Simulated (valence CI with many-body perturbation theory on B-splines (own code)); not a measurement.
# E1 line list for Pb⁷⁵⁺

Method: relativistic CI+MBPT: five valence electrons over a frozen Dirac-Fock core [He], a basis of 9 s, 9 p, 8 d, 6 f, 3 g, 1 h functions for each j, with the one-electron correlation potential Σ1, the two-electron term Σ2, the three-electron term Σ3, Breit, model QED; selected CI, second order for the rest (own B-spline code, finite nucleus).

No measured spectrum was set against this ion. As an estimate, large intervals hold to a few tenths of a per cent, small ones and those within an open d or f shell to about a per cent. Among the levels kept, up to 1100 cm⁻¹ of a level comes from second order outside the variational space, and about a tenth of that is noise between levels of different J, which matters for small intervals.

Lines 51 to 100 of 268 in falling wavelength, among levels below 14565 eV, chosen from the strongest by gf and those to the six lowest levels. Wavelengths and rates use the calculated energies. Electric multipoles are in the length gauge, E1 and E2 with the static RPA response of the core. Weak lines are less certain than strong ones. Lines between different terms over intervals too small for the method are left out, as are lines whose strength nearly cancels. The highest levels of a list are the least certain.

Levels are named by their leading jj configuration (3d3/2^4 stands for four electrons in 3d with j = 3/2), which in mixed levels can hold well under half, so a name can repeat and another be missing. Letters in brackets count levels of one name in rising energy.

| λ vac (nm) | Upper | Lower | A (s⁻¹) | S (a.u.) |
| --- | --- | --- | --- | --- |
| 1.585 | (2s^2 2p1/2 2p3/2 3d3/2) J=3/2 [a] | (2s^2 2p1/2 2p3/2 3p1/2) J=3/2 [a] | 1.05e+12 | 8.28e-03 |
| 1.584 | (2s^2 2p1/2^2 3d3/2) J=3/2 | (2s^2 2p1/2^2 3p1/2) J=1/2 | 2.69e+12 | 2.11e-02 |
| 1.583 | (2s^2 2p1/2 2p3/2 3d3/2) J=5/2 [a] | (2s^2 2p1/2 2p3/2 3p1/2) J=3/2 [a] | 2.14e+12 | 2.52e-02 |
| 1.582 | (2s^2 2p1/2 2p3/2 3p3/2) J=3/2 [a] | (2s^2 2p1/2 2p3/2 3s) J=5/2 | 4.00e+11 | 3.13e-03 |
| 1.581 | (2s 2p1/2^2 2p3/2 3p3/2) J=5/2 [b] | (2s 2p1/2^2 2p3/2 3s) J=3/2 [b] | 3.59e+12 | 4.20e-02 |
| 1.580 | (2s 2p1/2^2 2p3/2 3d3/2) J=7/2 | (2s 2p1/2^2 2p3/2 3p1/2) J=5/2 | 2.66e+12 | 4.13e-02 |
| 1.577 | (2s^2 2p1/2 2p3/2 3p3/2) J=1/2 [a] | (2s^2 2p1/2 2p3/2 3s) J=1/2 | 2.63e+12 | 1.02e-02 |
| 1.575 | (2s^2 2p1/2 2p3/2 3d3/2) J=7/2 | (2s^2 2p1/2 2p3/2 3p1/2) J=5/2 | 2.71e+12 | 4.18e-02 |
| 1.573 | (2s 2p1/2^2 2p3/2 3d3/2) J=1/2 [a] | (2s 2p1/2^2 2p3/2 3p1/2) J=3/2 [a] | 2.84e+12 | 1.09e-02 |
| 1.572 | (2s^2 2p1/2 2p3/2 3d3/2) J=3/2 [a] | (2s^2 2p1/2 2p3/2 3p1/2) J=1/2 | 1.52e+12 | 1.16e-02 |
| 1.570 | (2s^2 2p1/2 2p3/2 3p3/2) J=7/2 | (2s^2 2p1/2 2p3/2 3s) J=5/2 | 4.04e+12 | 6.17e-02 |
| 1.566 | (2s^2 2p1/2 2p3/2 3p3/2) J=3/2 [a] | (2s^2 2p1/2 2p3/2 3s) J=1/2 | 1.18e+12 | 8.92e-03 |
| 1.563 | (2s^2 2p1/2 2p3/2 3p3/2) J=5/2 [a] | (2s^2 2p1/2 2p3/2 3s) J=3/2 [a] | 4.08e+12 | 4.61e-02 |
| 1.562 | (2s 2p1/2^2 2p3/2 3d3/2) J=1/2 [b] | (2s 2p1/2^2 2p3/2 3p1/2) J=1/2 | 2.44e+12 | 9.17e-03 |
| 1.559 | (2s 2p1/2^2 2p3/2 3p3/2) J=5/2 [a] | (2s 2p1/2^2 2p3/2 3s) J=3/2 [a] | 1.67e+12 | 1.87e-02 |
| 1.557 | (2s^2 2p1/2 2p3/2 3d3/2) J=1/2 [a] | (2s^2 2p1/2 2p3/2 3p1/2) J=1/2 | 2.48e+12 | 9.23e-03 |
| 1.555 | (2s 2p1/2^2 2p3/2 3p3/2) J=7/2 | (2s 2p1/2^2 2p3/2 3s) J=5/2 | 3.89e+12 | 5.77e-02 |
| 1.549 | (2s 2p1/2^2 2p3/2 3p3/2) J=1/2 [a] | (2s 2p1/2^2 2p3/2 3s) J=3/2 [a] | 3.54e+12 | 1.30e-02 |
| 1.543 | (2s^2 2p1/2 2p3/2 3p3/2) J=3/2 [a] | (2s^2 2p1/2 2p3/2 3s) J=3/2 [a] | 6.13e+11 | 4.45e-03 |
| 1.542 | (2s^2 2p1/2 2p3/2 3d3/2) J=5/2 [b] | (2s^2 2p1/2 2p3/2 3p1/2) J=5/2 | 1.01e+12 | 1.09e-02 |
| 1.540 | (2s 2p1/2^2 2p3/2 3p3/2) J=3/2 [b] | (2s 2p1/2^2 2p3/2 3s) J=3/2 [b] | 1.88e+12 | 1.36e-02 |
| 1.539 | (2s^2 2p1/2^2 3p3/2) J=3/2 | (2s^2 2p1/2^2 3s) J=1/2 | 4.33e+12 | 3.11e-02 |
| 1.538 | (2s^2 2p1/2 2p3/2 3p3/2) J=3/2 [b] | (2s^2 2p1/2 2p3/2 3s) J=3/2 [b] | 1.46e+12 | 1.05e-02 |
| 1.534 | (2s 2p1/2^2 2p3/2 3p3/2) J=3/2 [a] | (2s 2p1/2^2 2p3/2 3s) J=5/2 | 8.70e+11 | 6.20e-03 |
| 1.531 | (2s^2 2p1/2 2p3/2 3d3/2) J=3/2 [b] | (2s^2 2p1/2 2p3/2 3p1/2) J=5/2 | 6.49e+11 | 4.60e-03 |
| 1.522 | (2s^2 2p1/2 2p3/2 3p3/2) J=3/2 [b] | (2s^2 2p1/2 2p3/2 3s) J=5/2 | 5.05e+11 | 3.52e-03 |
| 1.521 | (2s^2 2p1/2 2p3/2 3p3/2) J=5/2 [b] | (2s^2 2p1/2 2p3/2 3s) J=3/2 [b] | 2.22e+12 | 2.31e-02 |
| 1.519 | (2s 2p1/2^2 2p3/2 3p3/2) J=3/2 [b] | (2s 2p1/2^2 2p3/2 3s) J=1/2 | 2.47e+12 | 1.71e-02 |
| 1.518 | (2s^2 2p1/2 2p3/2 3d3/2) J=5/2 [b] | (2s^2 2p1/2 2p3/2 3p1/2) J=3/2 [a] | 2.30e+11 | 2.39e-03 |
| 1.509 | (2s 2p1/2^2 2p3/2 3p3/2) J=1/2 [b] | (2s 2p1/2^2 2p3/2 3s) J=1/2 | 3.54e+12 | 1.20e-02 |
| 1.508 | (2s^2 2p1/2 2p3/2 3p3/2) J=3/2 [b] | (2s^2 2p1/2 2p3/2 3s) J=1/2 | 1.32e+12 | 8.92e-03 |
| 1.507 | (2s^2 2p1/2 2p3/2 3d3/2) J=3/2 [b] | (2s^2 2p1/2 2p3/2 3p1/2) J=3/2 [a] | 4.30e+11 | 2.90e-03 |
| 1.506 | (2s^2 2p1/2 2p3/2 3p3/2) J=5/2 [b] | (2s^2 2p1/2 2p3/2 3s) J=5/2 | 2.33e+12 | 2.35e-02 |
| 1.495 | (2s 2p1/2^2 2p3/2 3p3/2) J=5/2 [a] | (2s 2p1/2^2 2p3/2 3s) J=5/2 | 2.43e+12 | 2.41e-02 |
| 1.487 | (2s^2 2p1/2 2p3/2 3p3/2) J=3/2 [b] | (2s^2 2p1/2 2p3/2 3s) J=3/2 [a] | 1.46e+12 | 9.50e-03 |
| 1.486 | (2s^2 2p1/2 2p3/2 3d3/2) J=1/2 [b] | (2s^2 2p1/2 2p3/2 3p1/2) J=3/2 [a] | 8.02e+11 | 2.60e-03 |
| 1.471 | (2s^2 2p1/2 2p3/2 3p3/2) J=1/2 [b] | (2s^2 2p1/2 2p3/2 3s) J=3/2 [b] | 4.03e+12 | 1.27e-02 |
| 1.444 | (2s^2 2p1/2 2p3/2 3p3/2) J=1/2 [b] | (2s^2 2p1/2 2p3/2 3s) J=1/2 | 1.20e+12 | 3.57e-03 |
| 1.421 | (2s 2p1/2^2 2p3/2 3p3/2) J=5/2 [b] | (2s 2p1/2^2 2p3/2 3s) J=3/2 [a] | 4.54e+11 | 3.86e-03 |
| 1.379 | (2s 2p1/2^2 2p3/2 3p3/2) J=1/2 [b] | (2s 2p1/2^2 2p3/2 3s) J=3/2 [a] | 8.88e+11 | 2.30e-03 |
| 0.6840 | (2s^2 2p3/2^3) J=3/2 | (2s 2p1/2^2 2p3/2^2) J=1/2 | 2.70e+10 | 1.70e-05 |
| 0.6405 | (2s^2 2p3/2^3) J=3/2 | (2s 2p1/2^2 2p3/2^2) J=5/2 | 3.39e+10 | 1.76e-05 |
| 0.4750 | (2s 2p1/2 2p3/2^3) J=3/2 [a] | (2s^2 2p1/2 2p3/2^2) J=1/2 | 2.15e+11 | 4.54e-05 |
| 0.4655 | (2s 2p1/2^2 2p3/2^2) J=5/2 | (2s^2 2p1/2^2 2p3/2) J=3/2 | 8.20e+12 | 2.45e-03 |
| 0.4638 | (2s 2p1/2 2p3/2^3) J=3/2 [a] | (2s^2 2p1/2 2p3/2^2) J=5/2 | 8.50e+11 | 1.67e-04 |
| 0.4598 | (2s 2p1/2 2p3/2^3) J=3/2 [a] | (2s^2 2p1/2 2p3/2^2) J=3/2 | 2.57e+13 | 4.93e-03 |
| 0.4564 | (2s 2p1/2 2p3/2^3) J=5/2 | (2s^2 2p1/2 2p3/2^2) J=5/2 | 2.51e+13 | 7.06e-03 |
| 0.4537 | (2s 2p1/2 2p3/2^3) J=1/2 | (2s^2 2p1/2 2p3/2^2) J=1/2 | 1.79e+13 | 1.65e-03 |
| 0.4527 | (2s 2p1/2^2 2p3/2 3p3/2) J=5/2 [b] | (2s^2 2p1/2^2 3p3/2) J=3/2 | 3.38e+13 | 9.28e-03 |
| 0.4526 | (2s 2p1/2 2p3/2^3) J=3/2 [b] | (2s^2 2p1/2 2p3/2^2) J=1/2 | 1.67e+13 | 3.05e-03 |
